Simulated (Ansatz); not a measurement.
`FCC(CF)C(F)F` + H₂O → `OC(CF)C(F)F` + fluoromethane  (formal hydrolysis of a C–C bond)

Isolated molecules relaxed with PBE0-D4/def2-TZVP in Ansatz; ΔE leaves out vibrations. CCSD(T)/CBS adds triple-zeta CCSD(T) − MP2 to the extrapolated MP2 energy (def2 sets, frozen cores). This one scheme is used for every species. Functionals use def2-TZVPP. HSE06 is defined as in plane-wave codes. One conformer a species, not always the lowest.

Question: Is it downhill or uphill in electronic energy at CCSD(T)/CBS, and by how much? (Estimate.)

Answer: Computed: Uphill: ΔE = +57.5 kJ/mol.

Question: What do these levels give: r2SCAN0-D4, HSE06-D4, PBE-QIDH, revPBE, r2SCAN, RPA@PBE/def2-TZVPP? (An estimate is asked.)

Answer: Computed: r2SCAN0-D4 51.6, HSE06-D4 51.0, PBE-QIDH 54.1, revPBE 42.5, r2SCAN 48.8, RPA@PBE/def2-TZVPP 50.5 kJ/mol.

Largest T1 diagnostic among the species: 0.011.

From BLYP to BHLYP (50 % exact exchange), in def2-TZVPP and without D4, ΔE moves by +4.9 kJ/mol. In def2-TZVPP, CCSD(T) changes the Hartree–Fock value by +17.8 kJ/mol (the triples alone add +1.5 kJ/mol) and MP2 by +23.4 kJ/mol.
